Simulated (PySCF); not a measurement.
**One molecule, many inputs**

Molecule: `FC(F)(F)CC[SiH2-]`, [C3H6F3Si]-; geometry GFN2-xTB.

Geometry:
| atom | x (Å) | y (Å) | z (Å) |
| --- | --- | --- | --- |
| F1 | -2.347 | -0.710 | 0.386 |
| C2 | -1.689 | 0.353 | -0.118 |
| F3 | -1.951 | 1.376 | 0.720 |
| F4 | -2.378 | 0.667 | -1.261 |
| C5 | -0.223 | 0.113 | -0.356 |
| C6 | 0.553 | -0.234 | 0.903 |
| Si7 | 2.406 | -0.527 | 0.531 |
| H8 | -0.144 | -0.702 | -1.082 |
| H9 | 0.183 | 1.022 | -0.808 |
| H10 | 0.122 | -1.130 | 1.358 |
| H11 | 0.446 | 0.576 | 1.628 |
| H12 | 2.719 | 0.708 | -0.224 |
| H13 | 2.298 | -1.511 | -0.572 |

Total charge -1.

All runs: PySCF 2.14.0 with density-fitted response routines, non-relativistic, gas phase unless a solvent (IEF-PCM) is named; grid level 2, GIAOs and SCF threshold 1e-9 unless changed. The yardstick, PBE0/pcSseg-1, gives these isotropic shieldings σ (ppm, equivalent atoms averaged): F1/F3/F4 259.8, C5 133.5, C6 175.2, Si7 432.5, H12/H13 28.73, H8/H9 29.29, H10/H11 31.37.

Problem. What do these inputs give? (1) solvent acetone; BLYP/pcSseg-1; aux def2-qzvpp-jkfit; damp 0.3; (2) PBE0/pcseg-1; grid level 3; (3) OPBE/aug-cc-pVDZ; grid level 1; conv 1e-07; (4) PBE0/pcSseg-1; (5) PBE0/pcSseg-1; damp 0.3; (6) WP04/pcSseg-1; guess atom

Solution. 
```
run    outcome  functions  wall time  F1/F3/F4     C5     C6    Si7  H12/H13  H8/H9  H10/H11
  1  converged        156       33 s     241.7  124.2  165.6  411.0    29.16  29.26    31.35
  2  converged        132       30 s     269.3  142.6  182.6  441.9    28.74  29.47    31.43
  3  converged        219       56 s     257.8  147.3  180.2  483.6    28.32  29.20    30.96
  4  converged        156       40 s     259.8  133.5  175.2  432.5    28.73  29.29    31.37
  5  converged        156       41 s     259.8  133.5  175.2  432.5    28.73  29.29    31.37
  6  converged        156       33 s     257.8  122.5  160.2  402.0    29.68  29.52    31.71
```

Times are on 1 thread of an Intel Xeon, shared host.

Problem. Comment on the technical settings.

Solution. 
- Run 1: The functional and medium differ from the yardstick's, which in itself moves the values. The damping changes the path of the SCF (16 cycles), not the solution, provided the same state is reached. The other auxiliary basis adds little: it changes only the density-fitting error.
- Run 3: The functional and orbital basis differ from the yardstick's, which in itself moves the values. Grid level 1 is coarse; it adds numerical noise and can break the equality of equivalent atoms.
- Run 5: The damping changes the path of the SCF (13 cycles), not the solution, provided the same state is reached.
- Run 6: The functional differs from the yardstick's, which in itself moves the values. The starting guess changes the path of the SCF (11 cycles), not the solution, provided the same state is reached.
